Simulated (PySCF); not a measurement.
## AsH₄ + O₂ → H₂AsO + H₂O

Level: PBE0 in the def2-TZVP basis family, all electrons, no relativity, computed in PySCF with density fitting; open shells unrestricted.

| species | state and structure | ZPE (kJ/mol) | H(298 K) − H(0) (kJ/mol) | S° (J/(mol K)) |
| --- | --- | --- | --- | --- |
| AsH₄ | doublet, C2v, As–H 1.511 Å (×2), As–H 1.654 Å (×2); H–As–H 92.2° (×4), H–As–H 96.5°, H–As–H 173.2° | 69.1 | 11.0 | 239.7 |
| O₂ | triplet, D∞h, O–O 1.193 Å | 10.3 | 8.7 | 204.9 |
| H₂AsO | doublet, Cs, As–H 1.526 Å (×2), As–O 1.669 Å; H–As–H 100.0°, H–As–O 107.5° (×2) | 44.6 | 11.0 | 260.9 |
| H₂O | singlet, C2v, O–H 0.960 Å (×2); H–O–H 105.1° | 56.5 | 9.9 | 188.7 |

(1) Is the gas-phase reaction uphill or downhill in electronic energy at this level, and by how much?

(2) Add zero-point, thermal and entropy terms for 298.15 K and 1 bar.

Answers

(1) At PBE0/def2-TZVP, ΔE = -407.3 kJ/mol, downhill. 

(2) ΔZPE = 21.7 and Δ[H(298) − H(0)] = 1.2 kJ/mol give ΔH° = -384.4 kJ/mol. ΔS° = 5.0 J/(mol K), so ΔG° = -384.4 − 298.15 × (0.0050) = -386 kJ/mol.

Each species is the lowest minimum found with this bonding; other isomers or fragments can lie lower.
